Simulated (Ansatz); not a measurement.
Computed with Ansatz on PBE0-D4/def2-TZVP structures; ΔE is electronic, products minus reactants. CCSD(T)/CBS is the MP2 limit (def2-TZVPP, def2-QZVPP) plus CCSD(T) − MP2 in def2-TZVPP, frozen cores. This one scheme is used for every species. Functionals use def2-TZVPP. For Se outer-core shells are correlated without core-valence functions, which leaves a few kJ/mol of doubt a bond. Scalar relativity is left out up to krypton. Each species was taken in one conformer, which may not be the lowest.

Consider the ligand exchange at the Si–O bond: `O[Si]1(F)CO1` + H₂Se → `F[Si]1([SeH])CO1` + H₂O.

```csv
level,ΔE (kcal/mol)
r2SCAN-D4,10.7
ωB97M-V,11.3
CCSD/def2-TZVPP,12.4
CCSD/CBS(def2),10.9
```

Problem. What does CCSD(T)/CBS give? (An estimate is asked.)

Solution. Ansatz gave: +9.9 kcal/mol. The listed levels differ from it by 0.8, 1.4, 2.5, 1.0 kcal/mol.

Largest T1 diagnostic among the species: 0.013.

In def2-TZVPP, CCSD(T) changes the Hartree–Fock value by −4.9 kcal/mol (the triples alone add −0.9 kcal/mol) and MP2 by −6.1 kcal/mol. The D4 term adds −1.4 kcal/mol with B3LYP and −0.8 kcal/mol with PBE0; it sums over pairs of atoms, weighted by their polarisabilities, and B3LYP, whose exchange is more repulsive, gets the larger term. From PBE to PBE0 (25 % exact exchange), in def2-TZVPP and without D4, ΔE moves by +1.2 kcal/mol.

B3LYP here is the variant with VWN-RPA as its local correlation; programs differ in this.
